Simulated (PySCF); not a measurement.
Compound: 1,4-dibromobenzene, C6H4Br2.
SMILES: `Brc1ccc(Br)cc1`

Computed with PySCF at B3LYP/def2-SVPD, non-relativistic, on one gas-phase PBE0-D3(BJ)/def2-SVP geometry that isn't relaxed in the solvent. The solvent is an IEF-PCM continuum (Bondi radii, 1.10 Å for H, scaled by 1.2), and excitations are vertical TDDFT with non-equilibrium linear response and a frozen core. Only the electrostatic response of the medium enters. Spin–orbit coupling is left out although an atom past zinc is present.

```tsv
run	E − E(gas) (kcal/mol)	HOMO (eV)	HOMO–LUMO gap (eV)	dipole (D)	lowest singlet (eV)	static polarisability (au)
gas	0.00	-6.83	5.62	0.00	4.80	116.3
P	-3.04	-6.77	5.70	0.00	4.88	165.8
Q	-2.18	-6.77	5.68	0.00	4.86	149.3
```

**Question.** The runs were made in chloroform and dimethylsulfoxide. Which run belongs to which solvent?

**Answer.** P = dimethylsulfoxide, Q = chloroform. The dielectric constants are 4.711 (chloroform), 46.83 (dimethylsulfoxide), and the energy falls further as ε rises. The optical constants n² used for the excitations are 2.09, 2.19 in the same order. In this model the ground state sees the solvent through ε alone.

**Question.** How constant is the ratio of the lowering to (ε − 1)/(2ε + 1)?

**Answer.** 
```tsv
solvent	(ε − 1)/(2ε + 1)	E − E(gas) (kcal/mol)	ratio (kcal/mol)	polarisation term (kcal/mol)
chloroform	0.356	-2.18	-6.1	-2.38
dimethylsulfoxide	0.484	-3.04	-6.3	-3.41
```

The ratio changes by +2.7 % in size from chloroform to dimethylsulfoxide. The polarisation term is half the interaction of the solute with the induced surface charges.

On one thread, Intel Xeon 6975P-C (x86_64), shared host, this took 33 s of wall time and 1.1 GiB of memory at its peak. This is the whole response run at B3LYP/def2-SVPD in dimethylsulfoxide, SCF included.
